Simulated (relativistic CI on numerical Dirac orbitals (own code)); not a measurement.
# One change at a time: Xe LI

Base calculation: Dirac-Coulomb-Breit CI, orbitals from a KLI potential per configuration, QED by a radiative potential, unscaled Slater integrals.

CI space (outside the closed core 1s2): 2s2, 2s 2p, 2p2, 2p 3s, 2p 3p, 2s 3s, 2s 3p, 2s 3d, 2s 4s, 2s 4p, 2s 4d, 2s 4f, 2s 5s, 3s2, 2s 5p, 2s 5d, 2s 5f, 2s 5g, 3s 3p, 3p2. Levels of other configurations are missing.

Variants: (1) P86 correlation estimate; (2) QED terms removed; (3) configuration mixing switched off. Shifts of the energy above 2s2 1S_0, in eV, for the lowest level and the first level of each name with at least 55 % of one term (blank where a level changes its place among those of its configuration and J or its character, or is not in the variant):

```csv
Level,Base,Δ(1),Δ(2),Δ(3)
2s2 1S_0,0.00,0.00,0.00,0.00
2s 2p 3P°_0,104.65,+0.10,+6.08,-9.95
2s 2p 3P°_1,127.81,+0.10,+6.08,-9.92
2p2 3P_0,302.83,+0.02,+12.23,-15.51
2s 2p 3P°_2,469.72,+0.10,+5.47,-9.97
2s 2p 1P°_1,534.39,+0.10,+5.50,-9.88
2p2 3P_1,638.86,+0.02,+11.85,-9.96
2p2 1D_2,654.61,+0.02,+11.85,-9.66
2p2 3P_2,1013.10,+0.02,+11.25,-9.77
2p2 1S_0,1062.10,+0.02,+11.21,-14.00
2s 3s 3S_1,5410.69,+0.90,+4.33,-8.51
2s 3s 1S_0,5432.23,+0.90,+4.42,-6.39
2s 3p 3P°_0,5461.87,+1.07,+6.18,-9.75
2s 3p 3P°_1,5462.80,+1.07,+6.19,-8.93
2p 3s 3P°_0,5543.82,+0.45,+10.73,-10.21
2s 3p 3P°_2,5569.17,+1.08,+5.99,-9.90
2p 3p 3D_1,5571.26,+0.73,+11.25,-5.61
2s 3p 1P°_1,5580.81,+0.96,+6.94,-16.59
2s 3d 3D_2,5597.42,+1.08,+6.23,-9.45
2s 3d 3D_1,5597.77,+1.01,+7.55,-14.30
2p 3p 3P_0,5609.36,+0.66,+12.49,-12.15
2s 3d 3D_3,5624.22,+1.08,+6.14,-9.69
```

At this charge energies of transitions that change n are usually good to better than 1 %, and those within a shell (Δn = 0) to a few per cent.

Ionisation energy from the two ground configurations alone: base 9580.34 eV; QED terms removed 9586.79 eV. The NIST ASD value (theoretical) is 9581 eV.

LS names give the leading component of a level, which can be under half, so a name can repeat, a term be missing and a line seem to break the LS rules.
